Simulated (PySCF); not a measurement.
FHOSi, SMILES O[Si]F (connectivity only; charge and spin as stated), neutral, multiplicity 1.

Geometry: B3LYP-D3(BJ)/def2-TZVP. One conformer was computed; it need not be the lowest.

These are PySCF 2.14.0 with TDA-PBE0/def2-SVPD values and carry that method's errors.

Vertical excitations. The molecule is in vacuum. State labels are in the subgroup Cs.

```json
[
 {"state": "S1", "symmetry": "A\"", "energy (eV)": "5.79", "λ (nm)": "214", "f": "0.222", "main pairs": "HOMO→LUMO 94 %"},
 {"state": "S2", "symmetry": "A'", "energy (eV)": "7.25", "λ (nm)": "171", "f": "0.154", "main pairs": "HOMO→LUMO+1 86 %"},
 {"state": "S3", "symmetry": "A\"", "energy (eV)": "7.50", "λ (nm)": "165", "f": "0.033", "main pairs": "HOMO−2→LUMO 96 %"},
 {"state": "S4", "symmetry": "A'", "energy (eV)": "7.76", "λ (nm)": "160", "f": "0.263", "main pairs": "HOMO→LUMO+2 93 %"},
 {"state": "S5", "symmetry": "A'", "energy (eV)": "8.06", "λ (nm)": "154", "f": "0.205", "main pairs": "HOMO−1→LUMO 75 %"},
 {"state": "S6", "symmetry": "A'", "energy (eV)": "8.50", "λ (nm)": "146", "f": "0.220", "main pairs": "HOMO→LUMO+3 94 %"},
 {"state": "S7", "symmetry": "A'", "energy (eV)": "8.85", "λ (nm)": "140", "f": "0.086", "main pairs": "HOMO→LUMO+4 87 %"},
 {"state": "S8", "symmetry": "A\"", "energy (eV)": "9.22", "λ (nm)": "134", "f": "0.046", "main pairs": "HOMO−1→LUMO+1 92 %"},
 {"state": "S9", "symmetry": "A\"", "energy (eV)": "9.36", "λ (nm)": "133", "f": "0.019", "main pairs": "HOMO−4→LUMO 92 %"},
 {"state": "S10", "symmetry": "A'", "energy (eV)": "9.52", "λ (nm)": "130", "f": "0.025", "main pairs": "HOMO−2→LUMO+1 90 %"},
 {"state": "T1", "symmetry": "A\"", "energy (eV)": "3.09", "λ (nm)": "401", "f": "0", "main pairs": "HOMO→LUMO 99 %"},
 {"state": "T2", "symmetry": "A'", "energy (eV)": "5.58", "λ (nm)": "222", "f": "0", "main pairs": "HOMO→LUMO+2 56 %, HOMO→LUMO+1 38 %"},
 {"state": "T3", "symmetry": "A'", "energy (eV)": "6.39", "λ (nm)": "194", "f": "0", "main pairs": "HOMO→LUMO+1 34 %, HOMO→LUMO+2 27 %, HOMO−1→LUMO 25 %, HOMO→LUMO+4 9 %"},
 {"state": "T4", "symmetry": "A'", "energy (eV)": "6.60", "λ (nm)": "188", "f": "0", "main pairs": "HOMO−1→LUMO 73 %, HOMO→LUMO+1 16 %"}
]
```
Triplets are in the Tamm–Dancoff approximation.
